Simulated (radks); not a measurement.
Valence configurations of neutral ruthenium (all share [Kr]). Calculated with a radial shooting solver on a logarithmic mesh with Libxc functionals: scalar-relativistic Kohn-Sham, PBE, spin-unpolarised, spherical densities, finite nucleus; Fermi nuclear charge, rms radius 4.4809 fm. Energies are relative to 4d7 5s1; eigenvalues in eV.

valence          E (eV)    e(4d)   e(5p)   e(5s)
4d7 5s1           0.000   -5.203       -  -4.240
4d6 5s1 5p1       5.653   -9.155  -2.098  -6.175
4d6 5s2           1.701   -7.670       -  -5.188
4d8              -0.333   -3.152       -       -
4d5 5s2 5p1       9.506  -11.845  -2.524  -7.087
4d6.5 5s1 5p0.5   2.479   -7.194  -1.549  -5.257
4d6 5p2           9.834  -10.441  -2.705       -
4d7 5p1           3.461   -6.765  -1.721       -
4d5 5s1 5p2      14.165  -13.094  -3.104  -7.857
4d6.5 5s0.5 5p1   4.365   -7.917  -1.902  -5.738

NIST lists [Kr] 4d7 5s1 as the ground configuration; this level of theory puts 4d8 lower, by 0.333 eV. The energies are those of spherical spin-averaged densities, not of single terms.
